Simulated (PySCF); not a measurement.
BCl2, SMILES Cl[B]Cl (connectivity only; charge and spin as stated), charge +1, multiplicity 1. Atoms are numbered in the order given.

```xyz
3

Cl     0.0000     0.0000     1.6192
B      0.0000     0.0000     0.0000
Cl     0.0000     0.0000    -1.6192
```
Charge +1, spin multiplicity 1.

Geometry optimised at PBE-D3(BJ)/def2-TZVP. The spin state was assumed, not searched. The isomer is the one that the SMILES or the coordinates give; other isomers of the formula were not compared.

Vertical ionisation energy (IE) and electron affinity (EA) in eV. Rows of orbital energies are one-electron estimates. Where ΔSCF, EOM or ADC give a negative EA the extra electron is unbound and the value depends on the basis.

```tsv
level	IE	EA
−ε(HOMO), −ε(LUMO), M06-2X/def2-TZVPD (PySCF)	18.30	7.41
−ε(HOMO), −ε(LUMO), HF/def2-TZVPD (PySCF)	20.23	4.44
ADC(2)/aug-cc-pVDZ (PySCF)	19.37	5.98
```

### Question
Beyond the first one, list the lowest photoelectron lines from ADC(2)/aug-cc-pVDZ in PySCF with their pole strengths (two spins summed). (The exact figures need the calculation; the answer reports its results.)

### Answer
21.02 eV (1.81), 21.02 eV (1.81), 22.95 eV (1.80), 24.38 eV (1.78).
